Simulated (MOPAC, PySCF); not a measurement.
H6GaN3, SMILES `[NH2][Ga]([NH2])[NH2]`, neutral singlet in the gas phase. 

Cartesian coordinates (Å):
```xyz
10

N     -1.1324    -1.4335    -0.1418
Ga     0.0052     0.0007    -0.0189
N      1.8195    -0.2670     0.0318
N     -0.6689     1.7087    -0.0429
H     -2.1153    -1.3156     0.0465
H     -0.8273    -2.3503     0.1443
H      2.1943    -1.1556     0.3238
H      2.4333     0.4821     0.3104
H     -1.6020     1.8703    -0.3887
H     -0.0676     2.4772    -0.2964
```
Charge 0, multiplicity 1.

All levels are single points at this geometry (B3LYP-D3(BJ)/def2-TZVP); Pople sets use spherical d functions. Orbital energies aren't observables, and empty levels follow the basis.

PM6 in MOPAC gives dipole (D) = 1.03.

**Question.** Estimate the dipole (D) from each of these levels: B3LYP-D3(BJ)/def2-TZVP in PySCF; B3LYP/6-311+G** (LANL2DZ on Ga) in PySCF; B3LYP/LANL2DZ in PySCF; M06-2X/6-31G* in PySCF; SVWN5/6-31G* in PySCF; HF/STO-3G in PySCF; AM1 in MOPAC; PM7 in MOPAC.

**Answer.** 
```
level                                     dipole (D)
----------------------------------------  ----------
B3LYP-D3(BJ)/def2-TZVP in PySCF                 0.66
B3LYP/6-311+G** (LANL2DZ on Ga) in PySCF        0.71
B3LYP/LANL2DZ in PySCF                          0.96
M06-2X/6-31G* in PySCF                          0.78
SVWN5/6-31G* in PySCF                           0.71
HF/STO-3G in PySCF                              0.73
AM1 in MOPAC                                    0.85
PM7 in MOPAC                                    1.12
```
